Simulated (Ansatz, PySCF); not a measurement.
Pair of molecules: CH4O (SMILES CO) (first 6 atoms) with H2 (SMILES [H][H]); geometry from B3LYP-D3(BJ)/def2-TZVP.
(charge 0, multiplicity 1):
```xyz
8

C      0.68555     0.34948    -0.35468
O     -0.66138     0.20278     0.07653
H      1.37289    -0.28148     0.21927
H      0.95633     1.39134    -0.19043
H      0.80218     0.12518    -1.42035
H     -0.93647    -0.70742    -0.07222
H     -0.21498    -0.20730     2.54535
H      0.05452    -0.44675     3.19862
```

Basis-set superposition error: the interaction energy with monomers in their own basis, and in the dimer's basis (counterpoise).

Codes used: Ansatz (Gaussian orbitals); PySCF for 6-31G* rows. Each number belongs to the level named beside it.

```
level                uncorrected (kcal/mol)  counterpoise (kcal/mol)  difference
-------------------  ----------------------  -----------------------  ----------
HF/6-31G*                             -0.47                     0.25        0.72
HF/aug-cc-pVTZ                         0.09                     0.13        0.04
HF/aug-cc-pVQZ                         0.12                     0.14        0.01
SVWN5/def2-TZVPPD                     -1.92                    -1.89        0.03
PBE/def2-TZVPPD                       -0.68                    -0.66        0.02
r2SCAN/def2-TZVPPD                    -0.54                    -0.52        0.02
BHLYP/def2-TZVPPD                     -0.45                    -0.44        0.02
B2PLYP/def2-TZVPPD                    -0.46                    -0.41        0.05
SCS-MP2/aug-cc-pVDZ                   -0.71                    -0.30        0.41
SCS-MP2/aug-cc-pVTZ                   -0.64                    -0.44        0.20
```

The error is largest for HF/6-31G* (0.72 kcal/mol) and smallest for HF/aug-cc-pVQZ (0.01 kcal/mol).

Ansatz is an electronic-structure program.
